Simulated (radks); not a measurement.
The numbers below are computed, except where a source is named.
All-electron atom: H I in 1s1.

Level of theory: scalar-relativistic Kohn-Sham, PBE, spin-unpolarised, spherical densities, finite nucleus; Gaussian nuclear charge, rms radius 0.8783 fm; without spin polarisation the odd electron is poorly described; hard spherical wall at 20 bohr (a radial shooting solver on a logarithmic mesh with Libxc functionals).

Energy parts (hartree):
| part | energy |
|---|---|
| total | -0.45893 |
| kinetic | 0.44727 |
| electron-nucleus | -0.94465 |
| Hartree | 0.28982 |
| exchange-correlation | -0.25136 |

Orbitals (lengths in bohr, moments of r in powers of bohr):
| orbital | occ. | eigenvalue (hartree) | <r> | <r^4> | <1/r> |
|---|---|---|---|---|---|
| 1s | 1 | -0.23860 | 1.636 | 36.71 | 0.9447 |

The highest occupied level is 1s at -6.493 eV. The electron density at the nucleus is 0.294 e/bohr^3 (large components only). The pressure on the wall is 7.20e-11 GPa. The density falls to 0.001 e/bohr^3 at r = 2.99 bohr. Summed over all electrons, <r^2> = 3.663 bohr^2, which gives a Langevin (diamagnetic) susceptibility term of -2.9 x 10^-6 cm^3/mol.
